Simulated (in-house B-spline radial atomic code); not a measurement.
Settings and results of a run for As IV (As3+). Computed with a radial B-spline atomic code at the basis-set limit: non-relativistic PBE0, spin-polarised, spherical fractional occupations, point nucleus, inside a hard spherical wall at 4.32 bohr.

Command:
```bash
python run_scf.py task.json out
```
Settings:
```
Z                33
configuration    [Ar] 3d10 4s2
hamiltonian      nr
method           pbe0
spin_polarised   True
wall_radius      4.32
```

Output (hartree, bohr):
```
 radial grid: 43 intervals, B-splines of order 8, outer radius 4.32 bohr

 iter        energy (Eh)    residual
    1       -2231.043696    4.24e-01
    2       -2231.430486    3.33e-01
    3       -2233.500189    1.20e-02
    4       -2233.502817    5.30e-03
    5       -2233.503037    6.68e-04
    6       -2233.503039    3.84e-04
    7       -2233.503042    4.60e-05
    8       -2233.503042    1.87e-06
    9       -2233.503042    1.33e-07

 total energy                     -2233.50304
 kinetic                            2232.2778
 electron-nucleus                  -5306.2090
 Hartree                             922.2625
 exact exchange                      -20.1322
 exchange-correlation                -61.7021

 orbital      occ     eigenvalue          <r>       <r^2>       <1/r>       <r^4>       r_max
 1s up      1.000      -427.4839    0.0463756  0.00288075     32.5027 2.11087e-05     0.03062
 1s down    1.000      -427.4839    0.0463756  0.00288075     32.5027 2.11087e-05     0.03062
 2s up      1.000       -55.2328     0.206495    0.050213     7.17016  0.00434941      0.1735
 2s down    1.000       -55.2328     0.206495    0.050213     7.17016  0.00434941      0.1735
 2p up      3.000       -49.4775      0.17879   0.0390851     7.13576  0.00305878      0.1379
 2p down    3.000       -49.4775      0.17879   0.0390851     7.13576  0.00305878      0.1379
 3s up      1.000        -8.3445     0.607905    0.425359     2.33043    0.289068      0.5307
 3s down    1.000        -8.3445     0.607905    0.425359     2.33043    0.289068      0.5307
 3p up      3.000        -6.3811     0.620977    0.452448     2.20929    0.350491      0.5253
 3p down    3.000        -6.3811     0.620977    0.452448     2.20929    0.350491      0.5253
 3d up      5.000        -2.9399     0.667301    0.557261     1.92298     0.69361      0.4768
 3d down    5.000        -2.9399     0.667301    0.557261     1.92298     0.69361      0.4768
 4s up      1.000        -1.6407      1.75209     3.44138    0.743764     17.0997       1.562
 4s down    1.000        -1.6407      1.75209     3.44138    0.743764     17.0997       1.562
```

Time taken, with all properties: 0.12 s on 1 thread of Arm Neoverse V1 (shared host).
